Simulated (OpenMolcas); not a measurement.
A ladder of methods for CH3AlF2O (SMILES C[O][Al]([F])[F])

The species is CH3AlF2O (8 atoms), meant as a singlet with charge 0. SMILES: `C[O][Al]([F])[F]`. The coordinates come from a PBE0-D4/def2-TZVP relaxation.

```tsv
atom	x (Å)	y (Å)	z (Å)
C	-0.2390	0.9007	0.8815
O	-0.4598	-0.3163	0.2226
Al	0.2276	-1.1563	-1.0353
F	-0.3926	-2.6027	-1.4745
F	1.5203	-0.5812	-1.8618
H	0.6096	1.4542	0.4652
H	-0.0428	0.7157	1.9416
H	-1.1311	1.5289	0.8048
```

Quantity: the HOMO–LUMO gap, in eV. The values are calculated.

```csv
level,kind,program,value (eV),CPU time
SVWN5/6-31G* (spherical functions),LDA,OpenMolcas,5.17,22 s
BLYP/6-31G* (spherical functions),GGA,OpenMolcas,5.15,30 s
PBE/6-31G* (spherical functions),GGA,OpenMolcas,5.25,30 s
revPBE/6-31G* (spherical functions),GGA,OpenMolcas,5.33,30 s
M06-L/6-31G* (spherical functions),meta-GGA,OpenMolcas,6.22,39 s
TPSS/6-31G* (spherical functions),meta-GGA,OpenMolcas,5.62,42 s
BHLYP/6-31G* (spherical functions),global hybrid,OpenMolcas,10.06,26 s
B2PLYP/6-31G* (spherical functions),double hybrid,OpenMolcas,10.34,19 s
```

The values span 5.15 to 10.34 eV. Orbital gaps aren't excitation energies, and those of double hybrids come from the SCF part alone; they tend to grow with the share of exact exchange. Times are those of the runs behind each value, whatever else they computed, on shared processors of several kinds: orders of magnitude only.
